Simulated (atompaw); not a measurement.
**Reading a pseudo-wave (iron (Fe))**

Columns: radius, all-electron u(r) and pseudo u(r) of the 3s shell (level -94.41 eV) of iron in the configuration [Ne] 3s2 3p6 3d6 4s1.5 4p0.5; LDA (PW92), scalar-relativistic, PAW (atompaw) scheme, atompaw 4.2.0.5.

| r (bohr) | all-electron | pseudo |
| --- | --- | --- |
| 0.063 | 0.1457 | 0.2039 |
| 0.127 | -0.4794 | 0.4051 |
| 0.190 | -0.6582 | 0.5918 |
| 0.254 | -0.4509 | 0.7650 |
| 0.317 | -0.0713 | 0.9153 |
| 0.381 | 0.3383 | 1.0440 |
| 0.444 | 0.6851 | 1.1442 |
| 0.508 | 0.9486 | 1.2170 |
| 0.571 | 1.1181 | 1.2594 |
| 0.635 | 1.2104 | 1.2735 |
| 0.698 | 1.2382 | 1.2609 |
| 0.762 | 1.2194 | 1.2245 |
| 0.825 | 1.1685 | 1.1689 |
| 0.888 | 1.0970 | 1.0970 |
| 0.952 | 1.0125 | 1.0125 |
| 1.015 | 0.9241 | 0.9241 |
| 1.079 | 0.8336 | 0.8336 |
| 1.142 | 0.7472 | 0.7472 |
| 1.206 | 0.6641 | 0.6641 |
| 1.269 | 0.5880 | 0.5880 |
| 1.333 | 0.5172 | 0.5172 |
| 1.396 | 0.4540 | 0.4540 |
| 1.460 | 0.3963 | 0.3963 |
| 1.523 | 0.3457 | 0.3457 |
| 1.587 | 0.3001 | 0.3001 |
| 1.650 | 0.2605 | 0.2605 |

How many radial nodes do the two functions have?

The all-electron 3s function has n − l − 1 = 2; the pseudo-wave has 0, since the states of the same l below it are removed with the core.

At about which radius was the pseudo-wave matched?

0.90 bohr. The columns agree to 0.0005 from 0.82 bohr on; several derivatives are matched, so the curves merge somewhat inside the radius.

Where does each function peak?

Outermost all-electron maximum near 0.70 bohr, pseudo maximum near 0.64 bohr (to the table’s step).

Is the pseudo-wave norm-conserving?

No, it belongs to a PAW set: the norm inside the radius is not constrained, and the difference is carried by the augmentation charge.
